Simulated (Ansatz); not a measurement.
Steps of a relaxation of CH₅AlOSi with RKS PBE-D4/def2-SVP.

```sh
$ ansatz run in.yaml --threads 2 --pin off --events-out ev --progress --plain --max-ram 4352MiB
```

```yaml
crystal:
  periodic: [false, false, false]
  atoms:
    - {symbol: O, position_ang: [2.119100, 1.094000, -2.066400]}
    - {symbol: C, position_ang: [0.979800, 0.831300, -1.618400]}
    - {symbol: Al, position_ang: [0.835200, -0.008300, 0.140500]}
    - {symbol: Si, position_ang: [-1.165200, -0.585900, 1.035200]}
    - {symbol: H, position_ang: [0.082000, 1.021300, -2.202300]}
    - {symbol: H, position_ang: [2.196400, -0.281600, 0.990800]}
    - {symbol: H, position_ang: [-1.034600, -1.204700, 2.368700]}
    - {symbol: H, position_ang: [-1.857400, -1.539500, 0.132600]}
    - {symbol: H, position_ang: [-2.066800, 0.627100, 1.202200]}
basis:
  gaussian: {orbitals: def2-SVP}
hamiltonian: {xc: pbe, dispersion: d4}
relax: {f_tol: 0.03, max_steps: 200}
```

Positions (Å) and forces (eV/Å) along the path, 15 of 37 steps:

```xyz
9
step=1 energy=-17619.7885 eV
O     2.119    1.094   -2.066   -1.534   -0.193    0.339
C     0.980    0.831   -1.618    2.625    0.171   -0.301
Al    0.835   -0.008    0.141    2.122    0.025    0.585
Si   -1.165   -0.586    1.035   -1.673    0.122    0.623
H     0.082    1.021   -2.202   -1.043    0.511   -1.186
H     2.196   -0.282    0.991   -0.167    0.087   -0.265
H    -1.035   -1.205    2.369   -0.014   -0.293    0.508
H    -1.857   -1.540    0.133   -0.335   -0.315   -0.244
H    -2.067    0.627    1.202    0.019   -0.115   -0.061
9
step=4 energy=-17620.1520 eV
O     2.116    1.303   -2.056    0.109    0.120   -0.132
C     1.042    0.851   -1.692   -0.012   -0.191    0.233
Al    0.965   -0.065    0.150   -0.162    0.042    0.095
Si   -1.250   -0.594    1.120    0.176   -0.016   -0.076
H     0.121    0.974   -2.356    0.018    0.040   -0.065
H     2.339   -0.345    0.929    0.020    0.023   -0.114
H    -1.179   -1.224    2.484   -0.031   -0.024    0.059
H    -1.933   -1.571    0.195   -0.078   -0.030    0.001
H    -2.132    0.625    1.208   -0.039    0.036   -0.001
9
step=10 energy=-17620.1883 eV
O     1.928    1.697   -1.713   -0.333   -0.361    0.039
C     1.066    0.816   -1.719    0.077    0.347   -0.027
Al    0.924   -0.161    0.067    0.069    0.017   -0.054
Si   -1.257   -0.569    1.151   -0.004    0.008   -0.010
H     0.376    0.721   -2.629    0.170   -0.014    0.058
H     2.332   -0.502    0.746    0.001   -0.011   -0.004
H    -1.145   -1.146    2.540    0.007    0.006    0.001
H    -2.017   -1.570    0.310   -0.005    0.001    0.006
H    -2.119    0.668    1.230    0.018    0.007   -0.009
9
step=14 energy=-17620.2455 eV
O     1.671    1.829   -1.465   -0.183   -0.226    0.040
C     1.058    0.796   -1.744   -0.152    0.043   -0.232
Al    0.898   -0.222   -0.005    0.040    0.052   -0.016
Si   -1.255   -0.558    1.172    0.031    0.070   -0.093
H     0.654    0.646   -2.811    0.200    0.079    0.289
H     2.314   -0.584    0.638    0.028   -0.027    0.005
H    -1.107   -1.080    2.579    0.023    0.008   -0.016
H    -2.061   -1.574    0.393    0.004    0.007    0.021
H    -2.084    0.702    1.225    0.009   -0.005    0.001
9
step=16 energy=-17620.3030 eV
O     1.488    1.811   -1.307   -0.253   -0.443   -0.012
C     1.027    0.745   -1.746   -0.094    0.190   -0.348
Al    0.917   -0.256   -0.026    0.117    0.120    0.046
Si   -1.235   -0.528    1.149   -0.001    0.012   -0.044
H     0.742    0.660   -2.858    0.210    0.103    0.411
H     2.341   -0.618    0.609   -0.030   -0.023   -0.037
H    -1.074   -1.032    2.562    0.022    0.018   -0.009
H    -2.053   -1.561    0.406    0.004    0.012    0.007
H    -2.065    0.731    1.195    0.025    0.011   -0.013
9
step=17 energy=-17620.3511 eV
O     1.344    1.771   -1.181   -0.529   -1.265   -0.444
C     0.988    0.704   -1.752    0.312    0.837   -0.153
Al    0.930   -0.261   -0.034    0.082    0.243    0.070
Si   -1.225   -0.511    1.130    0.032   -0.024   -0.013
H     0.826    0.682   -2.893    0.128    0.180    0.613
H     2.359   -0.638    0.581   -0.030   -0.030   -0.058
H    -1.040   -0.994    2.548   -0.006    0.022   -0.010
H    -2.053   -1.556    0.415    0.001    0.030    0.011
H    -2.040    0.757    1.168    0.010    0.006   -0.016
9
step=18 energy=-17620.4023 eV
O     1.181    1.720   -1.088   -0.214   -1.619   -0.742
C     1.009    0.656   -1.769   -0.175    1.186    0.304
Al    0.951   -0.257   -0.036    0.150    0.296    0.056
Si   -1.208   -0.495    1.117   -0.024   -0.056   -0.047
H     0.878    0.719   -2.903    0.217    0.147    0.452
H     2.379   -0.661    0.554   -0.010   -0.007   -0.005
H    -1.027   -0.963    2.541    0.014    0.016   -0.009
H    -2.052   -1.538    0.419    0.008    0.013    0.012
H    -2.023    0.773    1.148    0.035    0.025   -0.021
9
step=20 energy=-17620.1253 eV rejected
O     1.097    1.593   -0.961    0.454    2.881    0.569
C     0.960    0.701   -1.795   -0.723   -3.709    0.502
Al    0.930   -0.073    0.057    0.662   -0.954   -0.731
Si   -1.157   -0.551    1.128   -0.504    0.513    0.320
H     0.929    0.737   -2.897    0.157    1.178   -0.584
H     2.356   -0.738    0.396   -0.033    0.294    0.109
H    -1.130   -0.910    2.603    0.102    0.099   -0.173
H    -2.013   -1.592    0.465    0.013   -0.070   -0.142
H    -1.883    0.785    0.987   -0.128   -0.233    0.130
9
step=21 energy=-17620.4884 eV
O     1.086    1.596   -0.997    0.011   -0.025   -0.054
C     0.950    0.622   -1.778    0.012   -0.199   -0.194
Al    0.965   -0.242   -0.015    0.034    0.129   -0.074
Si   -1.194   -0.493    1.109   -0.035    0.026    0.031
H     0.936    0.800   -2.900   -0.023    0.117    0.309
H     2.416   -0.671    0.495   -0.012    0.001    0.012
H    -1.041   -0.903    2.554   -0.007   -0.009   -0.025
H    -2.034   -1.545    0.426   -0.015   -0.017    0.018
H    -1.995    0.789    1.089    0.035   -0.023   -0.024
9
step=22 energy=-17620.4896 eV
O     1.169    1.557   -0.985   -0.131   -0.023   -0.015
C     0.927    0.607   -1.776    0.123   -0.022    0.104
Al    0.977   -0.244   -0.010   -0.042    0.070   -0.037
Si   -1.193   -0.510    1.094    0.005    0.054    0.037
H     0.851    0.844   -2.870   -0.017    0.032   -0.091
H     2.423   -0.636    0.512    0.081   -0.099    0.009
H    -1.056   -0.888    2.548   -0.009    0.013    0.009
H    -2.053   -1.567    0.444    0.014   -0.004   -0.026
H    -1.958    0.791    1.026   -0.023   -0.022    0.011
9
step=26 energy=-17620.4998 eV
O     1.130    1.558   -0.933    0.015   -0.032    0.021
C     0.928    0.632   -1.765    0.012    0.073    0.071
Al    0.986   -0.260   -0.016   -0.001   -0.014   -0.018
Si   -1.183   -0.494    1.098   -0.030   -0.004    0.007
H     0.858    0.928   -2.847   -0.009   -0.044   -0.049
H     2.424   -0.778    0.445   -0.019    0.018   -0.015
H    -1.071   -0.754    2.583    0.001    0.011   -0.048
H    -1.977   -1.638    0.505    0.018    0.034    0.028
H    -2.007    0.760    0.913    0.013   -0.042    0.004
9
step=27 energy=-17620.5003 eV
O     1.142    1.559   -0.923    0.002   -0.047   -0.009
C     0.927    0.639   -1.760    0.033    0.079    0.059
Al    0.987   -0.264   -0.017   -0.013   -0.009   -0.042
Si   -1.185   -0.493    1.092   -0.052   -0.008    0.040
H     0.857    0.939   -2.842   -0.010   -0.034   -0.015
H     2.425   -0.793    0.434   -0.025    0.015   -0.007
H    -1.062   -0.732    2.580   -0.009    0.012   -0.050
H    -1.977   -1.651    0.523    0.038    0.033    0.022
H    -2.025    0.749    0.896    0.038   -0.042    0.002
9
step=28 energy=-17620.5011 eV
O     1.156    1.560   -0.915   -0.006   -0.054   -0.038
C     0.932    0.647   -1.757   -0.010    0.079    0.054
Al    0.984   -0.269   -0.021   -0.002   -0.004   -0.044
Si   -1.186   -0.495    1.091   -0.049   -0.004    0.039
H     0.849    0.951   -2.837    0.017   -0.022    0.012
H     2.420   -0.805    0.423   -0.009    0.002    0.003
H    -1.063   -0.710    2.583   -0.006    0.013   -0.045
H    -1.971   -1.665    0.541    0.034    0.030    0.015
H    -2.031    0.741    0.875    0.032   -0.040    0.003
9
step=36 energy=-17620.5061 eV
O     1.254    1.558   -0.807   -0.016   -0.035   -0.002
C     0.939    0.751   -1.722    0.019    0.013    0.002
Al    0.945   -0.338   -0.090    0.007    0.013   -0.004
Si   -1.195   -0.506    1.084   -0.021    0.008    0.013
H     0.874    1.153   -2.771   -0.004   -0.006    0.017
H     2.340   -1.024    0.269    0.001    0.002   -0.008
H    -1.058   -0.383    2.583    0.006    0.002   -0.019
H    -1.868   -1.833    0.814    0.012    0.014   -0.005
H    -2.142    0.576    0.624   -0.003   -0.011    0.005
9
step=37 energy=-17620.5063 eV
O     1.253    1.556   -0.801   -0.005   -0.028   -0.009
C     0.940    0.752   -1.720    0.004    0.016    0.001
Al    0.945   -0.342   -0.091   -0.003    0.022   -0.005
Si   -1.196   -0.503    1.083    0.000    0.004    0.000
H     0.873    1.157   -2.767    0.002   -0.006    0.017
H     2.339   -1.032    0.263    0.005   -0.002   -0.001
H    -1.057   -0.372    2.580    0.004    0.000    0.001
H    -1.858   -1.834    0.818   -0.005   -0.007    0.000
H    -2.151    0.571    0.620   -0.002   -0.001   -0.002
```

It took 61 s on 2 threads of an Arm Neoverse V1 on a shared host, with 0.14 GiB of host memory at the peak.
